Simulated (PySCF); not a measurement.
**BeCl at LC-ωPBE**

Level: LC-ωPBE. basis Be pcseg-2, Cl pcseg-2; no relativity; PySCF 2.14.

```
state                                            : ²Σ⁺ (doublet), unpaired electrons σ ↑
bond length                                      : 1.796 Å
harmonic wavenumber                              : 863 cm⁻¹
force constant                                   : 3.14 mdyn/Å
rotational constant Be                           : 0.7293 cm⁻¹
anharmonicity ωexe                               : 4.85 cm⁻¹
vibration–rotation constant αe                   : 0.00650 cm⁻¹
well depth De to Be + Cl                         : 4.22 eV
dissociation energy D0                           : 4.16 eV
bond order (Mayer)                               : 1.17
dipole moment (positive dipole means Be(−)Cl(+)) : -1.05 D
```

The state was picked by a PBE0 search and need not be the measured ground state.
